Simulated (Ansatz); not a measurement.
Reaction (homolysis of the Cl–Si bond): `[SiH3][SiH](Cl)Br` → Cl• + `[SiH3][SiH]Br`•

Computed with Ansatz on PBE0-D4/def2-TZVP structures; ΔE is electronic, products minus reactants. CBS: MP2 limit from def2 TZ/QZ plus the TZ coupled-cluster correction, frozen cores. This one scheme is used for every species, atoms too. Functionals use def2-TZVPP. HSE06 is defined as in plane-wave codes. Open shells (•) are unrestricted, without spin–orbit coupling. Spin–orbit coupling would lower the free atoms: a little for Cl. Bonds to Br are less sure, by a few kJ/mol each and by 10 to 20 or more in all where they break to atoms, as the def2 sets lack core-valence functions. Scalar relativity is left out up to krypton.

`[SiH3][SiH](Cl)Br`:

Cartesian coordinates in Å:
```
Si 0.506 -1.120 -0.183
Si -0.447 0.949 0.327
Cl 0.961 2.424 0.086
Br -2.144 1.309 -1.059
H -0.520 -2.181 -0.013
H 0.975 -1.082 -1.591
H 1.652 -1.376 0.729
H -0.982 1.076 1.703
```

`[SiH3][SiH]Br`•:

```xyz
7

Si    0.116    0.608   -0.808
Si    0.332   -0.508    1.232
Br   -0.165   -2.663    0.972
H     1.052   -0.011   -1.780
H     0.481    2.035   -0.601
H    -1.273    0.524   -1.334
H    -0.543    0.016    2.320
```

| level | ΔE (kcal/mol) | difference from CCSD(T)/CBS |
| --- | --- | --- |
| LDA (SPW92) | 119.7 | 10.6 |
| PBE-D4 | 106.2 | -2.9 |
| BLYP-D4 | 102.0 | -7.1 |
| r2SCAN-D4 | 105.4 | -3.7 |
| B97M-V | 107.9 | -1.2 |
| PBE0-D4 | 105.8 | -3.3 |
| r2SCANh-D4 | 104.9 | -4.2 |
| r2SCAN0-D4 | 104.1 | -5.0 |
| HSE06-D4 | 105.9 | -3.2 |
| BHLYP-D4 | 102.5 | -6.6 |
| CAM-B3LYP-D4 | 104.4 | -4.7 |
| ωB97X-V | 108.5 | -0.6 |
| ωB97M-V | 109.6 | 0.5 |
| B2PLYP | 104.0 | -5.1 |
| PBE-QIDH | 107.5 | -1.6 |
| PBE | 104.6 | -4.5 |
| revPBE | 99.5 | -9.6 |
| BLYP | 98.5 | -10.6 |
| PBE0 | 104.3 | -4.8 |
| r2SCANh | 104.4 | -4.7 |
| r2SCAN0 | 103.6 | -5.5 |
| HSE06 | 104.5 | -4.6 |
| BHLYP | 100.0 | -9.1 |
| CAM-B3LYP | 102.9 | -6.2 |
| LC-ωPBE | 103.9 | -5.2 |
| RPA@PBE/def2-TZVPP | 95.7 | -13.4 |
| HF/def2-SVP | 78.0 | -31.1 |
| MP2/def2-SVP | 101.4 | -7.7 |
| CCSD/def2-SVP | 95.7 | -13.4 |
| CCSD(T)/def2-SVP | 97.1 | -12.0 |
| HF/def2-TZVPP | 80.2 | -28.9 |
| MP2/def2-TZVPP | 110.5 | 1.4 |
| SCS-MP2/def2-TZVPP | 107.7 | -1.4 |
| CCSD/def2-TZVPP | 102.0 | -7.1 |
| CCSD(T)/def2-TZVPP | 104.4 | -4.7 |
| HF/def2-QZVPP | 80.3 | -28.8 |
| MP2/def2-QZVPP | 113.3 | 4.2 |
| SCS-MP2/def2-QZVPP | 110.6 | 1.5 |
| HF/CBS(def2) | 80.3 | -28.8 |
| CCSD/CBS(def2) | 106.8 | -2.3 |
| CCSD(T)/CBS | 109.1 | 0 |

Largest T1 diagnostic among the species: 0.013.

Leaving LDA and LC-ωPBE aside and taking each functional with its dispersion term where it has one, the values spread over 7.6 kcal/mol, from BLYP-D4 to ωB97M-V. LDA lies +15.1 kcal/mol from PBE without D4, its usual overbinding. From r2SCAN to r2SCAN0 (25 % exact exchange), in def2-TZVPP and without D4, ΔE moves by −1.4 kcal/mol: exact exchange takes away binding that semilocal exchange gives to molecules.

CCSD(T)/CBS has its own doubt, a few kJ/mol and more with outer-core shells, so smaller differences from it don't rank the levels.
